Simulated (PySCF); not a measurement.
# Löwdin shares of the frontier orbitals

Species: C₆H₄F₄O.
Atom-mapped SMILES: `[F:1][C:2]1=[CH:3][C@@H:4]([C:5]([F:6])=[C:7]([F:8])[F:9])[O:10][CH2:11]1` (hydrogens: H12 on C3; H13 on C4; H14, H15 on C11)

The calculation used PySCF, TDDFT CAM-B3LYP/def2-SVPD, vertical, gas phase, core orbitals frozen in the response. Geometry: PBE0-D3(BJ)/def2-SVP, one conformer, isolated molecule. Torsions of this conformer, `[F:1][C:2]1=[CH:3][C@@H:4]([C:5]([F:6])=[C:7]([F:8])[F:9])[O:10][CH2:11]1`: C3–C4–C5–F6 -114°.

Frontier orbitals with the atoms that hold most of them (Löwdin shares over 4%, at most four atoms; ? is withheld):

```
orbital  ε (eV)                            atoms
 LUMO+2    1.16   C2 23%, C3 15%, F1 11%, H14 9%
 LUMO+1    1.13   C7 23%, C5 15%, O10 11%, F8 8%
   LUMO    0.86                                ?
   HOMO   -8.82                                ?
 HOMO-1   -8.94  C3 20%, C2 16%, O10 16%, C11 9%
 HOMO-2  -10.25    O10 45%, C3 12%, C2 9%, C4 6%
 HOMO-3  -11.42  O10 44%, F1 12%, C11 11%, C2 9%
```

(1) Give the leading atoms of the LUMO.

(2) Which atoms hold the HOMO, and with what shares?

(3) How does S1 compare with the orbital gap of 9.68 eV?

Results:

(1) C2 (bonded to 2 C and F) 19%; C3 (bonded to 2 C and H) 16%; C7 (bonded to C and 2 F) 16%; C5 (bonded to 2 C and F) 9%.

(2) C5 (bonded to 2 C and F) 27%; C7 (bonded to C and 2 F) 24%; F6 (bonded to C) 12%; F9 (bonded to C) 9%. By element: carbon 50% or more, fluorine 21% or more.

(3) S1 is at 6.58 eV (f = 0.019), 3.10 eV below the gap, made of HOMO-1→LUMO (29%), HOMO→LUMO (25%), HOMO→LUMO+3 (15%). Its leading pair isn't HOMO and LUMO; the energies of that pair differ by 9.80 eV. Without the coupling terms of the response equations the lowest excitation would equal the gap.

Next come S2 at 6.65 eV (f 0.038), HOMO-1→LUMO (28%), HOMO→LUMO (28%), HOMO-1→LUMO+1 (25%); S3 at 6.85 eV (f 0.115), HOMO-1→LUMO+2 (47%), HOMO-1→LUMO (20%), HOMO-1→LUMO+1 (10%); S4 at 7.00 eV (f 0.031), HOMO→LUMO+1 (25%), HOMO→LUMO+3 (22%), HOMO→LUMO+6 (16%); S5 at 7.08 eV (f 0.167), HOMO→LUMO+1 (38%), HOMO→LUMO (27%), HOMO-1→LUMO+1 (11%).

Rough CPU time on one thread of a shared machine: about 3 min.
